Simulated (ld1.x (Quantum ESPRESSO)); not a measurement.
**holmium: excitation energies, all-electron against TM semilocal**

```
Element                 : Ho (Z = 67)
Generator               : ld1.x (Quantum ESPRESSO) 7.5
Type                    : norm-conserving Troullier–Martins (semilocal form)
Functional              : PBE
Relativity              : scalar-relativistic
Frozen core             : [Kr] 4d10
Valence charge          : 21
Reference configuration : 4f11 5s2 5p6 5d0 6s2 6p0
Partial waves           : 5p (bound): rc 1.95 bohr; 5d (bound, empty): rc 3.45 bohr; 4f (bound): rc 0.95 bohr; 5s (bound): rc 1.50 bohr
Local potential         : the s channel
Core correction         : none
```

Occupied shells without a wave of their own: 6s. They enter only through the test configuration that unscreens the potential.

Energies are relative to the spin-unpolarised reference configuration 4f11 5s2 5p6 5d0 6s2 6p0; without spin polarisation the order of configurations can differ from experiment. Not all tests gave a result: 1 of 7 tests not solved or not reliable. Left out of the table: 4f11 5s2 5p6 5d0 6s0 6p2 (pseudo-atom not self-consistent, printed error -2570 eV). The frozen-core shift is the all-electron ΔE with the core orbitals held at their reference shape minus the fully relaxed ΔE.

**Question.** Give the all-electron excitation energy and the error of the potential for: 4f11 5s2 5p6 5d0 6s1 6p0; 4f11 5s2 5p6 5d0 6s0 6p0; 4f10 5s2 5p6 5d0 6s0 6p0; 4f11 5s2 5p6 5d0 6s0 6p1; 4f12 5s2 5p6 5d0 6s0 6p0; 4f11 5s2 5p6 5d1 6s0 6p0.

**Answer.**

```json
{"valence configuration": "4f11 5s2 5p6 5d0 6s1 6p0", "charge": "+1", "ΔE all-electron (eV)": "6.309", "error AE − PS (meV)": "-116", "frozen-core shift (meV)": "+3.3"}
{"valence configuration": "4f11 5s2 5p6 5d0 6s0 6p0", "charge": "+2", "ΔE all-electron (eV)": "18.119", "error AE − PS (meV)": "-315", "frozen-core shift (meV)": "+8.7"}
{"valence configuration": "4f10 5s2 5p6 5d0 6s0 6p0", "charge": "+3", "ΔE all-electron (eV)": "44.081", "error AE − PS (meV)": "-472", "frozen-core shift (meV)": "+12"}
{"valence configuration": "4f11 5s2 5p6 5d0 6s0 6p1", "charge": "+1", "ΔE all-electron (eV)": "9.840", "error AE − PS (meV)": "-194", "frozen-core shift (meV)": "+4.8"}
{"valence configuration": "4f12 5s2 5p6 5d0 6s0 6p0", "charge": "+1", "ΔE all-electron (eV)": "8.106", "error AE − PS (meV)": "-190", "frozen-core shift (meV)": "n/a"}
{"valence configuration": "4f11 5s2 5p6 5d1 6s0 6p0", "charge": "+1", "ΔE all-electron (eV)": "8.649", "error AE − PS (meV)": "-205", "frozen-core shift (meV)": "+4.9"}
```

These tests converged, but a pseudo level misses the all-electron one widely, so the file describes the atom poorly there or has found another state: 4f12 5s2 5p6 5d0 6s0 6p0: empty 6p by 3.2 eV; 4f11 5s2 5p6 5d1 6s0 6p0: empty 6p by 3.5 eV. The 6s level has no wave, so the channel is fitted at the deeper level alone: the likely source of the large errors.

A Bessel basis up to 400 Ry misses an occupied level by 0.06 Ry, so cutoffs and ghosts were not judged.
